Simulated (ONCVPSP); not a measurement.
Configuration tests for phosphorus (ONCV)

phosphorus (P), optimised norm-conserving Vanderbilt (ONCV), made with ONCVPSP 4.0.1 (Wu-Cohen, scalar-relativistic). Core [Ne], reference 3s2 3p3. Waves: 3s: rc 1.35 bohr, ncon 5, nbas 8, qcut 5.9 1/bohr, 2 projectors, debl 3.9 Ha; 3p: rc 1.50 bohr, ncon 4, nbas 8, qcut 5.8 1/bohr, 3 projectors, debl 2.3 Ha; d scattering state at 0.14 Ha: rc 1.40 bohr, ncon 4, nbas 9, qcut 6.1 1/bohr, 1 projector. Local part: polynomial inside 1.35 bohr (lpopt 5, dvloc0 2 Ha). Core correction: polynomial model core, fcfact 0.6.

Energies are relative to the spin-unpolarised reference configuration 3s2 3p3; without spin polarisation the order of configurations can differ from experiment.

```csv
valence configuration,charge,ΔE all-electron (eV),error AE − PS (meV)
3s2 3p1,+2,28.846,+10.0
3s1 3p3,+1,18.815,-2.2
```

(1) What are ΔE and the potential's error for 3s2 3p0?

(2) What are ΔE and the potential's error for 3s2 3p2?

Levels in the configuration 3s2 3p1:

| level | all-electron (eV) | pseudo (eV) |
| --- | --- | --- |
| 3s | -33.950 | -33.933 |
| 3p | -24.279 | -24.259 |

Note: ghosts flagged at negative energy: s at -124.1 eV, p at -50.0 eV; GHOST(+) flags only above 600 eV. A true bound ghost makes a file unfit for plane-wave use.

Answers

(1) ΔE = 58.604 eV all-electron; the error (AE − PS) is +44 meV.

(2) ΔE = 9.706 eV all-electron; the error (AE − PS) is +0.7 meV.
